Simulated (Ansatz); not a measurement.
The same path of a periodic cell of 17 atoms, Na16Cu (host Na, host structure bcc, interstitial Cu) was run twice with different band settings. Lost on the way: Na5–Cu17, Na10–Cu17. Made: Na14–Cu17, Na16–Cu17.

Theory: Ansatz, DFT PBE, scalar-relativistic, plane waves, PAW. Settings: cutoff 420 eV, k mesh 2x2x2, gaussian smearing 0.15 eV, no spin polarisation.

Relaxed end points:

```xyz
17
Lattice="8.4600 0.0000 0.0000 0.0000 8.4600 0.0000 0.0000 0.0000 8.4600" Properties=species:S:1:pos:R:3
Na 0.354 -0.001 -0.453
Na 3.872 -0.001 -0.453
Na 0.221 4.228 0.329
Na -0.459 0.000 4.306
Na 2.114 1.760 2.571
Na 4.006 4.228 0.330
Na 4.682 0.000 4.311
Na 6.341 1.893 1.788
Na -0.207 4.230 4.066
Na 2.114 6.698 2.570
Na 2.114 2.567 6.267
Na 4.432 4.230 4.068
Na 6.341 6.565 1.788
Na 6.344 2.319 6.510
Na 2.114 5.889 6.270
Na 6.344 6.138 6.511
Cu 2.111 -0.002 5.287
```

```xyz
17
Lattice="8.4600 0.0000 0.0000 0.0000 8.4600 0.0000 0.0000 0.0000 8.4600" Properties=species:S:1:pos:R:3
Na 0.074 0.001 0.440
Na 3.786 0.003 -0.340
Na -0.159 4.232 0.192
Na 0.069 0.000 3.781
Na 2.281 2.308 2.114
Na 4.547 4.234 -0.206
Na 3.786 0.003 4.565
Na 6.039 1.912 2.111
Na -0.158 4.231 4.036
Na 2.282 6.154 2.114
Na 2.055 2.565 6.344
Na 4.546 4.234 4.433
Na 6.038 6.552 2.110
Na 6.799 1.780 6.342
Na 2.051 5.904 6.344
Na 6.798 6.685 6.342
Cu 1.064 0.005 6.339
```

Common settings: movable images 3; climbing image yes; optimiser fire; force threshold 0.05 eV/Å; end points relaxed.

| run | spring | start path | iteration limit |
| --- | --- | --- | --- |
| 1 | 5.0 eV/Å² | IDPP | 80 |
| 2 | 50.0 eV/Å² | default | 50 |

Q: What does each run give, and how far can it be trusted?

A: Run 1: converged after 16 iterations, highest image 0.052 eV above the first end. By the program's own check the climbing image is of a kind that is not told: the force calls were inconclusive, a negative curvature could not be distinguished from the path's own, the only one lies far off the path, or fixed occupations may fill a level only in part (lowest curvatures found: -0.08 and -0.02 eV/Å²).
Run 2: converged after 12 iterations, highest image 0.051 eV above the first end. The order of the stationary point at the top wasn't checked.
Limits of this set-up: coarse k mesh.
